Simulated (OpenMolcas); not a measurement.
**Re5+ in a point-charge field**

Re5+ among 6 point charges of -1.36 e arranged as an octahedron (Oh), 1.85 Å from the ion.
```
   1.8500    0.0000    0.0000  -1.36
   0.0000    1.8500    0.0000  -1.36
  -1.8500    0.0000    0.0000  -1.36
   0.0000   -1.8500    0.0000  -1.36
   0.0000    0.0000    1.8500  -1.36
   0.0000    0.0000   -1.8500  -1.36
```

```yaml
Program: OpenMolcas 26.06
Method: CASSCF
Basis: ANO-RCC-VDZP [7s6p4d2f1g]
Scalar_Hamiltonian: DKH2, point nucleus
Active_space: 2 electrons in 5 orbitals (5d)
State_averaging: 2S+1 = 3 even, 10 roots; 2S+1 = 1 even, 15 roots
Spin-orbit_coupling: state interaction with AMFI integrals over the reference wave functions
```

The lowest spin-free states (labels of O, the rotations of Oh), above the lowest:

```
State  Degeneracy  E (cm-1)  Free-ion L (%)
  3T1           3       0.0          F (95)
  3T2           3      9831         F (100)
  1T2           3     12508          D (68)
   1E           2     12859          D (56)
  3A2           1     21000         F (100)
  3T1           3     21477          P (95)
  1A1           1     24522          G (84)
  1T2           3     24554          G (68)
  1T1           3     27195         G (100)
   1E           2     35677          G (56)
  1A1           1     56062          S (84)
```

The lowest levels with spin-orbit coupling:

```csv
E (cm-1),Degeneracy,Label,2S+1
0.0,2,E,3
1186,3,T2,3
8735,3,T1,3
11803,1,A1,3
13159,3,T2,3 (81 %)
15447,1,A2,3
19032,2,E,1 (73 %)
19492,3,T1,3
20640,2,E,3
21524,3,T2,1 (57 %)
23081,1,A1,3
27027,3,T2,3 (56 %)
27335,3,T1,3
33058,2,E,3 (75 %)
33454,3,T2,3 (86 %)
34022,1,A1,1
36162,3,T1,1
37472,3,T2,1 (56 %)
45950,2,E,1 (88 %)
66376,1,A1,1
```

Powder χT (cm3 K/mol): 0 at 2 K, 0.00179 at 10 K, 0.00894 at 50 K, 0.0179 at 100 K, 0.0358 at 200 K, 0.0543 at 300 K. The effective moment at 300 K is 2.828 √(χT) = 0.66 μB.

The lowest level has 2S+1 = 3, for which the spin-only value is χT = S(S+1) / 2 = 1.000 cm3 K/mol (g = 2). The computed 0.054 at 300 K differs by -0.946, through orbital momentum, spin-orbit coupling and any other state in reach. With a threefold ground state the orbital momentum is unquenched, so the spin-only value is not expected to hold.

A least-squares ligand-field fit to the states below 45000 cm-1, each weighted by its degeneracy and with a free common offset, gives 10Dq = 11319 cm-1, B = 856 cm-1 and C = 3502 cm-1 (C/B = 4.09), with an rms deviation of 103 cm-1.

An orbital triplet at a regular site is open to Jahn-Teller coupling, which can distort the site and quench the lowest spin-orbit gaps and is left out. Without dynamic correlation the repulsion within the d shell is too large (B by tens of per cent), so at a given field states of lower spin stand too high. This field is weak: 10Dq is about 11319 cm-1, while octahedral complexes of 5d ions of charge 3 and more, computed by the same method with explicit ligands, had a median near 35000 cm-1. Ground spin and moment need not be those of a real site. Point charges carry no covalency, so the field is a model and not that of real ligands. No measured value stands beside these numbers.

The RASSCF and RASSI steps took 4.9 s on 1 thread of Arm Neoverse V2, with other jobs on the host; the integral step is not counted.
